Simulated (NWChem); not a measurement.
CH5BeNS; SMILES C[S][Be][NH2]

```xyz
9

Be     0.1795    -1.0477     0.0006
N     -0.2310    -2.4889     0.0016
H     -0.3855    -3.0581    -0.8242
H     -0.3894    -3.0549     0.8288
S      0.7229     0.7745    -0.0001
C     -0.8874     1.6489    -0.0051
H     -1.4746     1.4124    -0.9025
H     -0.6670     2.7249    -0.0087
H     -1.4767     1.4186     0.8926
```
Atoms are numbered in this order, from 1.

Geometry: optimised at PBE0/def2-SVP.

Q: Give the principal values of the shielding tensors (ppm) of Be1, N2, S5, C6 from BHandHLYP/pcSseg-1, GIAO (NWChem), with their diamagnetic and paramagnetic parts as GIAO splits them.

A: 
```json
[
 {"atom": "Be1", "σ11": "60.2", "σ22": "64.6", "σ33": "150.9", "isotropic": "91.9", "diamagnetic": "146.7", "paramagnetic": "-54.8"},
 {"atom": "N2", "σ11": "191.8", "σ22": "234.1", "σ33": "280.0", "isotropic": "235.3", "diamagnetic": "317.8", "paramagnetic": "-82.5"},
 {"atom": "S5", "σ11": "620.2", "σ22": "689.7", "σ33": "804.0", "isotropic": "704.6", "diamagnetic": "1057.8", "paramagnetic": "-353.2"},
 {"atom": "C6", "σ11": "166.2", "σ22": "166.6", "σ33": "188.9", "isotropic": "173.9", "diamagnetic": "250.4", "paramagnetic": "-76.5"}
]
```
